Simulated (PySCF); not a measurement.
A structure optimised at B3LYP-D3(BJ)/def2-SVP, used in a PySCF frequency run:

```xyz
8

W      0.0000     0.0000     0.0140
F      0.0000     0.0000    -1.8440
F     -1.3152     1.3152    -0.0568
F      1.3152     1.3152    -0.0568
F     -1.3152    -1.3152    -0.0568
F      1.3152    -1.3152    -0.0568
O      0.0000     0.0000     1.8490
H      0.0000     0.0000     2.8118
```

**Question.** Write its SMILES, formula and point group.

**Answer.** [OH][W]([F])([F])([F])([F])[F], F₅HOW, C4v

**Question.** What are its rotational constants (standard atomic weights)?

**Answer.** 1.9518, 1.9518, 1.9224 GHz
